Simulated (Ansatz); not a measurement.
CaTe2, relaxed as a quintet with UKS r2SCAN-D4/def2-TZVP in Ansatz, starting from the r2SCAN-D4/def2-TZVP geometry of the neutral singlet. Force threshold 0.02 eV/Å.

In the def2 sets Te takes a core potential; there is no spin–orbit coupling. At r2SCAN-D4/def2-TZVP a singlet of charge 0 lies 2.64 eV below the quintet, each at its own geometry. The structure comes from a short search, and lower isomers may exist.

Start:

Cartesian coordinates in Å:
```
Ca -0.751 -0.887 -1.131
Te -0.460 -0.121 1.563
Te 1.211 1.008 -0.432
```

```tsv
step	energy (eV)	largest force component (eV/Å)	SCF passes
1	-33029.1383	1.721	21
2	-33029.5322	0.196	33
3	-33029.5374	0.057	26
4	-33029.5378	0.011	27
```

Force components are those of the run's own axes.

End:

```xyz
3

Ca   -0.842   -0.995   -1.268
Te   -0.467   -0.102    1.694
Te    1.309    1.097   -0.425
```

By distances, no bond broke or formed. The bond that changes most is Ca1–Te2, from 2.82 to 3.12 Å (atoms count from 1).

No frequencies were taken in this run, so the end may be a saddle point.

Hardware: 4 threads of Intel Xeon on a shared host. Wall time 13 s.
